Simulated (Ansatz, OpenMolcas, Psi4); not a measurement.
# A ladder of methods for SnH4 (SMILES [SnH4])

SnH4: 5 atoms, total charge 0, spin state singlet. SMILES: `[SnH4]`. The coordinates come from a PBE0-D4/def2-TZVP relaxation.

Each level gives the vertical ionisation energy (to the doublet cation) (eV). The values are calculated.

| level | kind | program | value (eV) | CPU time (all runs) |
| --- | --- | --- | --- | --- |
| HF/def2-SVPD (core potential) | Hartree–Fock | Ansatz | 10.95 | 15 s |
| M06-L/def2-SVPD (core potential) | meta-GGA | OpenMolcas | 11.27 | 1.9 min |
| TPSS/def2-SVPD (core potential) | meta-GGA | OpenMolcas | 11.35 | 98 s |
| PBE0/def2-SVPD (core potential) | global hybrid | OpenMolcas | 11.50 | 37 s |
| wB97M-V/def2-SVPD (core potential) | range-separated hybrid | Ansatz | 11.66 | 2.1 min |
| B2PLYP/def2-SVPD (core potential, density fitting for correlation) | double hybrid | Psi4 | 11.60 | 61 s |
| PBE-QIDH/def2-SVPD (core potential) | double hybrid | Ansatz | 11.71 | 50 s |
| RPA@PBE0/def2-SVPD (core potential) | RPA | Ansatz | 11.60 | 38 s |
| FCI/STO-3G | exact in the basis | Ansatz | 9.53 | 14 s |

All-electron rows without a relativistic Hamiltonian named are non-relativistic, while core potentials hold scalar relativity, so basis and relativity change together. Spin-orbit coupling, which can split open shells on such heavy atoms by tenths of an eV, is left out. The values span 9.53 to 11.71 eV. High-level rows in very small sets aren't better than simpler rows in larger ones. CPU times are rough (shared hosts, several kinds of processor): they show what a rung costs within a factor of a few.
